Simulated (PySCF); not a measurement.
Isomers of C4H12ClFSi2, mass 170.015 u with the commonest isotopes. Theory: PBE0/pcSseg-1 in PySCF (dipole) on a GFN2-xTB geometry, gas phase. One conformer each, none proved a minimum here; rigid rotors.

Task: Order these by dipole moment, largest first.
A. `[CH3:1][C@@H:2]([Cl:3])[CH2:4][SiH2:5][SiH2:6][CH2:7][F:8]` with C1–C2–C4–Si5 -170°, C2–C4–Si5–Si6 -43°, C4–Si5–Si6–C7 -54°, Si5–Si6–C7–F8 52°
B. `[F:1][CH2:2][C@H:3]([Cl:4])[SiH2:5][CH2:6][CH2:7][SiH3:8]` with F1–C2–C3–Cl4 81°, C2–C3–Si5–C6 -171°, C3–Si5–C6–C7 -179°, Si5–C6–C7–Si8 180°
C. `[CH3:1][CH2:2][SiH2:3][C@H:4]([F:5])[SiH2:6][CH2:7][Cl:8]` with C1–C2–Si3–C4 -57°, C2–Si3–C4–F5 -51°, Si3–C4–Si6–C7 172°, C4–Si6–C7–Cl8 -179°

Result: C (2.83 D), B (2.34 D), A (1.69 D).

Task: Order these by radius of gyration √(Σ m r²/M), smallest first.
A. `[CH3:1][CH2:2][SiH2:3][C@H:4]([F:5])[SiH2:6][CH2:7][Cl:8]` with C1–C2–Si3–C4 -57°, C2–Si3–C4–F5 -51°, Si3–C4–Si6–C7 172°, C4–Si6–C7–Cl8 -179°
B. `[F:1][CH2:2][C@H:3]([Cl:4])[SiH2:5][CH2:6][CH2:7][SiH3:8]` with F1–C2–C3–Cl4 81°, C2–C3–Si5–C6 -171°, C3–Si5–C6–C7 -179°, Si5–C6–C7–Si8 180°
C. `[CH3:1][C@@H:2]([Cl:3])[CH2:4][SiH2:5][SiH2:6][CH2:7][F:8]` with C1–C2–C4–Si5 -170°, C2–C4–Si5–Si6 -43°, C4–Si5–Si6–C7 -54°, Si5–Si6–C7–F8 52°

Result: C (2.315 Å), B (2.833 Å), A (2.891 Å).

Task: Order these by rotational constant C, largest first.
A. `[CH3:1][C@@H:2]([Cl:3])[CH2:4][SiH2:5][SiH2:6][CH2:7][F:8]` with C1–C2–C4–Si5 -170°, C2–C4–Si5–Si6 -43°, C4–Si5–Si6–C7 -54°, Si5–Si6–C7–F8 52°
B. `[CH3:1][CH2:2][SiH2:3][C@H:4]([F:5])[SiH2:6][CH2:7][Cl:8]` with C1–C2–Si3–C4 -57°, C2–Si3–C4–F5 -51°, Si3–C4–Si6–C7 172°, C4–Si6–C7–Cl8 -179°
C. `[F:1][CH2:2][C@H:3]([Cl:4])[SiH2:5][CH2:6][CH2:7][SiH3:8]` with F1–C2–C3–Cl4 81°, C2–C3–Si5–C6 -171°, C3–Si5–C6–C7 -179°, Si5–C6–C7–Si8 180°

Result: A (642.7 MHz), C (380.3 MHz), B (366.6 MHz).

| SMILES | point group | Ia (u·Å²) | Ib (u·Å²) | Ic (u·Å²) | κ | μa (D) | μb (D) | μc (D) |
| --- | --- | --- | --- | --- | --- | --- | --- | --- |
| CC[SiH2][C@H](F)[SiH2]CCl | C1 | 146.70 | 1315.85 | 1378.72 | -0.99 | 2.59 | 0.15 | 1.13 |
| C[C@@H](Cl)C[SiH2][SiH2]CF | C1 | 345.95 | 689.46 | 786.32 | -0.78 | 1.13 | 0.79 | 0.97 |
| FC[C@H](Cl)[SiH2]CC[SiH3] | C1 | 213.15 | 1186.89 | 1329.07 | -0.95 | 0.40 | 0.73 | 2.18 |
